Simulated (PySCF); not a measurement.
Compound: C4H9ClSi.
Numbering: `[Cl:1][SiH2:2][CH2:3][CH:4]1[CH2:5][CH2:6]1`

Cartesian coordinates in Å at the GFN2-xTB level; atoms count from 1:
```xyz
15
C4H9ClSi angstrom
Cl     3.117    0.897   -0.475
Si     2.096   -0.714    0.184
C      0.500   -0.115    1.034
C     -0.416    0.632    0.092
C     -1.327   -0.130   -0.820
C     -1.895    0.644    0.332
H      1.788   -1.554   -0.970
H      2.942   -1.427    1.140
H     -0.036   -0.970    1.449
H      0.749    0.535    1.877
H      0.020    1.542   -0.305
H     -1.492    0.240   -1.820
H     -1.325   -1.207   -0.752
H     -2.449    1.547    0.124
H     -2.276    0.088    1.176
```

Definitions: NICS(0) = −σiso at the ring centroid; NICS(1) = −σiso and NICS(1)zz = −σzz at ±1 Å along the ring normal z. Level: GIAO PBE0/pcSseg-1 (PySCF, non-relativistic, gas phase) on the GFN2-xTB geometry, one conformer.

Ring bond lengths (Å), with Mayer bond orders in brackets: C4–C5 1.497 (0.95), C5–C6 1.500 (0.97), C6–C4 1.499 (0.96).

Q: Give the NICS values of each ring in ppm.

A: 
```
    ring                                            type  NICS(0)  NICS(1), two faces  NICS(1)zz, two faces  rms pucker (Å)  centre to ring atoms, mean (Å)
C4–C5–C6  3-membered carbocycle; formal bonds all single    -44.4         -8.7 / -8.5         -23.4 / -20.9            0.00                            0.87
```

Q: What do they say, and how far can they be read as aromaticity?

A: 
- C4–C5–C6: mean NICS(1)zz -22.2 ppm, shielded. C4, C5, C6 have four or more neighbours, and the NICS criterion for π rings isn't applied. NICS(0) lies 36 ppm below the mean NICS(1).

Q: Give the inner angles of the rings and the Hirshfeld charges of the ring atoms.

A: 
- C4–C5–C6: C4 60.1° (-0.041 e), C5 60.0° (-0.092 e), C6 59.9° (-0.091 e); sum 180.0° against 180° for a flat convex ring.
